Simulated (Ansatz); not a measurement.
Reaction (formal hydrolysis of the Sn–Se bond): `C[Se][SnH3]` + H₂O → `[OH][SnH3]` + `C[SeH]`

Gas-phase electronic energies from Ansatz, PBE0-D4/def2-TZVP geometries. CCSD(T)/CBS adds triple-zeta CCSD(T) − MP2 to the extrapolated MP2 energy (def2 sets, frozen cores). This one scheme is used for every species. Functionals use def2-TZVPP. def2 core potentials past Kr. For Se, Sn outer-core shells are correlated without core-valence functions, which leaves a few kJ/mol of doubt a bond. Scalar relativity is left out up to krypton.

```
       level  ΔE (eV)
      B97M-V     0.49
HF/CBS(def2)     0.54
```

(1) What does CCSD(T)/CBS give? (Best estimate.)

Largest T1 diagnostic among the species: 0.014.

Answers

(1) The calculation gave: +0.68 eV. The listed levels differ from it by -0.19, -0.14 eV.

From r2SCAN to r2SCAN0 (25 % exact exchange), in def2-TZVPP and without D4, ΔE moves by +0.06 eV. At CCSD(T), def2-SVP lies −0.10 eV from the extrapolated value and def2-TZVPP −0.08 eV. The D4 term adds +0.08 eV with B3LYP and +0.04 eV with PBE0; it sums over pairs of atoms, weighted by their polarisabilities, and B3LYP, whose exchange is more repulsive, gets the larger term.

B3LYP here is the variant with VWN-RPA as its local correlation; programs differ in this.
